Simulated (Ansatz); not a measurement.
`CB(S)CCl` → B• + 2 C• + Cl• + 6 H• + S•  (atomization)

Calculated with Ansatz (gas phase, PBE0-D4/def2-TZVP geometries, no zero-point term in ΔE). CCSD(T)/CBS is the MP2 limit (def2-TZVPP, def2-QZVPP) plus CCSD(T) − MP2 in def2-TZVPP, frozen cores. This one scheme is used for every species, atoms too. Functionals use def2-TZVPP. No spin–orbit coupling; open shells (•) take unrestricted orbitals. Spin–orbit coupling would lower the free atoms: a little for B, C, Cl, S. One conformer a species, not always the lowest.

| species | PBE0-D4 energy (Eh) |
| --- | --- |
| `CB(S)CCl` | -962.76182 |
| B• | -24.61828 |
| C• | -37.80537 |
| Cl• | -459.99743 |
| H• | -0.50104 |
| S• | -397.97374 |

(1) Work out ΔE.

Largest T1 diagnostic among the species: 0.014.

Answers

(1) ΔE = 6 × (-0.50104) + 2 × (-37.80537) + (-24.61828) + (-459.99743) + (-397.97374) − (-962.76182) = 1.55539 Eh = +4083.7 kJ/mol. CCSD(T)/CBS gives +4032.7 kJ/mol.

From PBE to PBE0 (25 % exact exchange), in def2-TZVPP and without D4, ΔE moves by −47.8 kJ/mol: exact exchange takes away binding that semilocal exchange gives to molecules. The D4 term adds +41.6 kJ/mol with B3LYP and +21.9 kJ/mol with PBE0; it sums over pairs of atoms, weighted by their polarisabilities, and B3LYP, whose exchange is more repulsive, gets the larger term. In def2-TZVPP, CCSD(T) changes the Hartree–Fock value by +900.6 kJ/mol (the triples alone add +59.9 kJ/mol) and MP2 by +965.5 kJ/mol; breaking electron pairs costs correlation energy, which Hartree–Fock lacks.

B3LYP here is the variant with VWN-RPA as its local correlation; programs differ in this.

For atomizations the MP2-based limit and the directly extrapolated one differ by several kJ/mol either way, and by 10 to 25 for some Ge, Se and Sn compounds, so smaller differences from it don't rank the levels.
